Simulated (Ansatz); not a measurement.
H5NSi (SMILES N[SiH3]) moved off its minimum; all values from Ansatz (a first-principles code), cores frozen in correlated methods.
(charge 0, multiplicity 1)
```xyz
7

Si    -0.5283    -0.0522     0.0698
N      1.0726    -0.0906    -0.1786
H     -1.2463    -0.9183    -0.7888
H     -0.7974     1.4645    -0.3471
H     -1.1111    -0.1156     1.4567
H      1.5167    -1.0295    -0.1867
H      1.7705     0.5461     0.1713
```

Forces at HF/def2-TZVPP (eV/Å):

```tsv
atom	Fx	Fy	Fz
Si1	-3.014	4.247	0.850
N2	4.827	-2.782	0.077
H3	-0.436	-1.009	-0.664
H4	-0.249	-1.523	0.427
H5	0.350	-0.404	-0.315
H6	-0.633	1.555	-0.132
H7	-0.844	-0.083	-0.242
```

Task: Give the forces (eV/Å), the total energy and the dipole at CCSD(T)/cc-pV(T+d)Z.

Result: 
```tsv
atom	Fx	Fy	Fz
Si1	-3.148	3.938	1.006
N2	4.319	-2.401	-0.359
H3	-0.480	-1.017	-0.731
H4	-0.212	-1.388	0.388
H5	0.232	-0.356	-0.220
H6	-0.350	0.953	-0.087
H7	-0.362	0.270	0.003
```
Energy -346.7303 hartree, dipole 2.11 D.
